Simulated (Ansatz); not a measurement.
One change: `OC1=C[SiH2][SiH2]1` becomes `CC1=C[SiH2][SiH2]1`.

Ansatz, PBE0-D4/def2-TZVP geometries, multiplicity 1. Each molecule was computed in one conformer, which needn't be the lowest.

```
                                          property  `OC1=C[SiH2][SiH2]1`
               HOMO–LUMO gap (PBE/def2-TZVPP) / eV                  4.84
                LUMO energy (PBE0/def2-TZVPP) / eV                 -0.23
size of the dipole moment (ωB97M-V/def2-TZVPP) / D                  1.38
                HOMO energy (PBE0/def2-TZVPP) / eV                 -7.18
    size of the dipole moment (PBE/def2-TZVPP) / D                  1.54
              HOMO–LUMO gap (PBE0/def2-TZVPP) / eV                  6.95
```

Task: Give the same properties after the change, and the shifts. (An estimate is asked.)

Result: Computed: 
```csv
property,`CC1=C[SiH2][SiH2]1`,shift
HOMO–LUMO gap (PBE/def2-TZVPP) / eV,5.01,0.17
LUMO energy (PBE0/def2-TZVPP) / eV,-0.48,-0.25
size of the dipole moment (ωB97M-V/def2-TZVPP) / D,1.01,-0.37
HOMO energy (PBE0/def2-TZVPP) / eV,-7.59,-0.41
size of the dipole moment (PBE/def2-TZVPP) / D,1.18,-0.36
HOMO–LUMO gap (PBE0/def2-TZVPP) / eV,7.11,0.16
```

With PBE0 the HOMO falls by 0.41 eV and the LUMO falls by 0.25 eV, so the gap widens by about 0.16 eV. PBE moves the HOMO by -0.45 eV and ωB97M-V by -0.30 eV. Dipoles are sizes alone; their direction can turn.

Positive LUMOs are unbound, so they and the gaps depend on the basis.
